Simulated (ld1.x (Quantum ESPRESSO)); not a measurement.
**What one change does to a pseudopotential (phosphorus, PAW)**

* Element: phosphorus
* Generator: ld1.x (Quantum ESPRESSO) 7.5
* Type: PAW
* Functional: PBE
* Relativity: scalar-relativistic
* Frozen core: [Ne]
* Valence charge: 5
* Reference configuration: 3s2 3p2.5 (charge +0.5)
* Partial waves: 3s (bound): rcut 1.25, rcutus 1.55 bohr; 3s channel at 0.2 Ry: rcut 1.25, rcutus 1.55 bohr; 3p (bound): rcut 1.25, rcutus 1.70 bohr; 3p channel at 0.1 Ry: rcut 1.25, rcutus 1.70 bohr
* Local potential: all-electron potential smoothed inside 1.65 bohr (lloc = -1)
* Core correction: Bessel-smoothed model core inside 1.10 bohr
* Augmentation charge: PSQ, inside the norm-conserving radii

Change: all radii but the core radius scaled by about 1.31 (s 2.04, p 2.22 bohr, rcut 1.64/1.64); local potential all-electron potential smoothed inside 2.16 bohr (lloc = -1).

Cutoffs: the cutoffs (Ry, on a coarse ladder) from which the occupation-weighted sum of valence levels, in a spherical-Bessel basis at the reference potential, stays within 10 and 1 mRy of its value at 400 Ry; they do not see the model core or the augmentation charge, which bear on the density cutoff. Errors are all-electron minus pseudo energies relative to the spin-unpolarised reference configuration.

Q: What does the change do?

A: The potential gets softer (15 Ry and 25 Ry → 12 Ry and 15 Ry); the number of tests with a reliable result goes from 7 to 2 (the test run of the changed file stopped, so its transferability is not established); neither file shows a bound ghost. A larger radius leaves more room for a smooth pseudo-wave, so fewer plane waves are needed.

```tsv
quantity	base	changed
cutoff, loose	15 Ry	12 Ry
cutoff, tight	25 Ry	15 Ry
loose cutoff by channel (10 mRy a level)	s 10 Ry, p 10 Ry	s 6 Ry, p 10 Ry
bound ghosts	none	none
tests with a reliable result	7 of 7	2 of 7 (the test run stopped)
error for 3s2 3p3, meV [ΔE -3.77 eV]	+0.2	+0.2
error for 3s2 3p2, meV [ΔE 5.95 eV]	-0.6	-0.6
lowest overlap eigenvalue by channel	s 0.46, p 0.78	s 0.43, p 0.86
```
